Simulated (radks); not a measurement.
Results of a calculation; reference values are marked as such.
Question: The mean radii <r> (bohr) of the occupied orbitals of an atom or ion are listed with their occupations. Level of theory: scalar-relativistic Kohn-Sham, r2SCAN, spin-polarised, spherical densities, finite nucleus; meta-GGA in the generalised Kohn-Sham scheme; Fermi nuclear charge, rms radius of each element as measured or else 0.836 A^(1/3) + 0.57 fm (a radial shooting solver on a logarithmic mesh with Libxc functionals).

| orbital | occ. | <r> |
|---|---|---|
| 1s up | 1 | 0.1248 |

Name the element and its charge. Open shells, if any, are filled with parallel spins first.

Answer: Z = 12, magnesium, charge +11: Mg11+ in 1s1. The 1s radius gives Z: for a bare nucleus <r> = (2 gamma + 1)/(2Z) with gamma = sqrt(1 - (Z/c)^2), 0.1247 bohr for Z = 12, and the self-interaction of the functional makes it slightly larger (0.1248 here). The occupations add up to 1, and the charge is Z minus that.
